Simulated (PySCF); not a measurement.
Theory: core-valence-separated Tamm–Dancoff BHandHLYP/aug-pcX-1 (pcseg-1 on H, def2-SVPD on Si) in PySCF, non-relativistic, gas phase, PBE0-D3(BJ)/def2-SVP geometry. Absolute energies from this functional tend to lie a few eV below measured edges; no shift was applied.

Main lines of an unknown, eV (oscillator strength): C K: 282.3 (0.066), 284.7 (0.086), 285.6 (0.009), 286.5 (0.018), 286.6 (0.029); N K: 395.8 (0.060), 399.6 (0.018), 399.9 (0.018), 400.2 (0.008), 401.0 (0.031). Listed: the first five lines at most of each edge with a tenth or more of its strongest line's intensity; roots within 0.03 eV on the same or equivalent atoms are summed. Only the lowest roots were sought, and the top ones are left out.

Task: Which candidate gives them?
A. `O=CN1CCN[SiH2]1`
B. `[H]/N=C/[SiH2]NC(C)=O`

Result: B. 

- `[H]/N=C/[SiH2]NC(C)=O`: C K: 282.3 (0.066), 284.7 (0.086), 285.6 (0.009), 286.5 (0.018), 286.6 (0.029); N K: 395.8 (0.060), 399.6 (0.018), 399.9 (0.018), 400.2 (0.008), 401.0 (0.031). First C line listed at 282.3 eV, hole on the C=N carbon (1s→π*); first N line listed at 395.8 eV, hole on the C=N nitrogen.
- `O=CN1CCN[SiH2]1`: C K: 284.6 (0.082), 286.4 (0.017), 286.7 (0.019), 286.9 (0.022), 287.0 (0.032); N K: 399.2 (0.012), 399.4 (0.020), 400.1 (0.013), 400.7 (0.017), 400.8 (0.012). First C line listed at 284.6 eV, hole on the amide carbonyl carbon (1s→π*); first N line listed at 399.2 eV, hole on the silicon-bound nitrogen.

One conformer each; other structures than these candidates weren't tested.

Conformer computed: `[H]/[N:7]=[CH:6]/[SiH2:5][NH:4][C:2]([CH3:1])=[O:3]`: C1–C2–N4–Si5 -179°, C2–N4–Si5–C6 180°, N4–Si5–C6–N7 1°.
